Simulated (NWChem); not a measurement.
System: SeI₂; SMILES I[Se]I

Output (shortened):

```
             Northwest Computational Chemistry Package (NWChem) 7.3.0
             --------------------------------------------------------

 C2V symmetry detected

                             Geometry "geometry" -> ""
                             -------------------------

 Output coordinates in angstroms (scale by  1.889725989 to convert to a.u.)

  No.       Tag          Charge          X              Y              Z
 ---- ---------------- ---------- -------------- -------------- --------------
    1 Se                  34.0000     0.00000000     0.00000000     1.17078136
    2 I                   53.0000     1.99518000     0.00000000    -0.37553364
    3 I                   53.0000    -1.99518000     0.00000000    -0.37553364

 Effective nuclear repulsion energy (a.u.)    1128.0460094838

      Symmetry information
      --------------------

 Group name             C2v
 Group number             16
 Group order               4
 No. of unique centers     2

                                 NWChem DFT Module
                                 -----------------

 Summary of "ao basis" -> "ao basis" (spherical)
 ------------------------------------------------------------------------------
       Tag                 Description            Shells   Functions and Types
 ---------------- ------------------------------  ------  ---------------------
 Se                         def2-svp                12       32   5s4p3d
 I                          def2-svp                10       26   4s4p2d

      Symmetry analysis of basis
      --------------------------

        a1         33
        a2         11
        b1         25
        b2         15

            General Information
            -------------------
          SCF calculation type: DFT
          Wavefunction type:  closed shell.
          No. of atoms     :     3
          No. of electrons :    84
           Alpha electrons :    42
            Beta electrons :    42
          Charge           :     0
          Spin multiplicity:     1
          Use of symmetry is: on ; symmetry adaption is: on
          Maximum number of iterations: 150
          AO basis - number of functions:    84
                     number of shells:    32
          Convergence on energy requested:  1.00D-06
          Convergence on density requested:  1.00D-05
          Convergence on gradient requested:  5.00D-04

              XC Information
              --------------
                       M06-2X Method XC Functional
                     Hartree-Fock (Exact) Exchange  0.540
                        M06-2X Exchange Functional  1.000
                      M06-2X Correlation Potential  1.000

             Grid Information
             ----------------
          Grid used for XC integration:  medium
          Radial quadrature: Mura-Knowles
          Angular quadrature: Lebedev.
          Tag              B.-S. Rad. Rad. Pts. Rad. Cut. Ang. Pts.
          ---              ---------- --------- --------- ---------
          Se                  1.15      112           8.0       590
          I                   1.40      123          11.0       590
          Grid pruning is: on
          Number of quadrature shells:   235
          Spatial weights used:  Erf1

      Superposition of Atomic Density Guess
      -------------------------------------

 Sum of atomic energies:       -3093.76602499

      Non-variational initial energy
      ------------------------------

 Total energy =   -2993.033396
 1-e energy   =   -5256.117270
 2-e energy   =    1823.816438
 HOMO         =      -0.222669
 LUMO         =      -0.094491

      Symmetry analysis of molecular orbitals - initial
      -------------------------------------------------

  Numbering of irreducible representations:

     1 a1          2 a2          3 b1          4 b2

  Orbital symmetries:

     1 a1          2 a1          3 b1          4 a1          5 b2
     6 a1          7 b1          8 a1          9 b1         10 a1
    11 b2         12 a1         13 b1         14 a1         15 b2
    16 b1         17 a2         18 b1         19 a1         20 a2
    21 a1         22 b2         23 a1         24 b1         25 a1
    26 b2         27 a2         28 b1         29 a1         30 b2
    31 a2         32 b1         33 a1         34 b1         35 a1
    36 b1         37 a1         38 b2         39 a2         40 a1
    41 b1         42 b2         43 a1         44 b1         45 a1
    46 b1         47 a1         48 b1         49 a1         50 a2
    51 a1         52 b2

     ---------------------------------------------
      Total Density - Mulliken Population Analysis
     ---------------------------------------------

    Atom       Charge   Shell Charges
 -----------   ------   -------------------------------------------------------
    1 Se  34    33.78   2.00  2.00  2.00  1.35  0.57  6.00  5.98  1.57  2.25  8.20  1.75  0.11
    2 I   25    25.11   1.83  0.22  1.24  0.67  2.93  3.12  2.52  2.56  9.83  0.20
    3 I   25    25.11   1.83  0.22  1.24  0.67  2.93  3.12  2.52  2.56  9.83  0.20

   convergence    iter        energy       DeltaE   RMS-Dens  Diis-err
 ---------------- ----- ----------------- --------- --------- ---------
 d= 0,ls=0.0,diis     1  -2996.5216314658 -3.44D+03  1.03D-02  2.64D-01
 d= 0,ls=0.0,diis     2  -2996.5240610067 -2.43D-03  5.92D-03  2.19D-01
 d= 0,ls=0.0,diis     3  -2996.5548021048 -3.07D-02  1.14D-03  1.03D-02
 d= 0,ls=0.0,diis     4  -2996.5560296965 -1.23D-03  3.03D-04  6.37D-04
 d= 0,ls=0.0,diis     5  -2996.5561123971 -8.27D-05  7.49D-05  8.34D-06
  Resetting Diis
 d= 0,ls=0.0,diis     6  -2996.5561151004 -2.70D-06  2.47D-05  1.49D-06
 d= 0,ls=0.0,diis     7  -2996.5561155178 -4.17D-07  9.50D-06  6.95D-08

         Total DFT energy =    -2996.556115517791
      One electron energy =    -5255.416292574917
           Coulomb energy =     1951.168689235243
    Exchange-Corr. energy =     -131.575948218827
 Nuclear repulsion energy =      439.267436040710

[...]
```

Level: M06-2X/def2-SVP with def2 effective core potentials on I. Geometry: optimised at PBE0/def2-SVP. def2 effective core potentials on I; no spin-orbit coupling.

Question: Which NWChem input produces such a log?

Answer: Several could match; the one computed here: the input that was run:
```
start job
memory heap 200 mb stack 900 mb global 1100 mb
geometry units angstroms noautoz
  Se     0.000000     0.000000     1.169731
  I      1.995180     0.000000    -0.376584
  I     -1.995180     0.000000    -0.376584
end
basis spherical
  Se library def2-svp
  I library def2-svp
end
ecp
  I library def2-ecp
end
dft
  xc m06-2x
  iterations 150
  mulliken
end
task dft energy
```
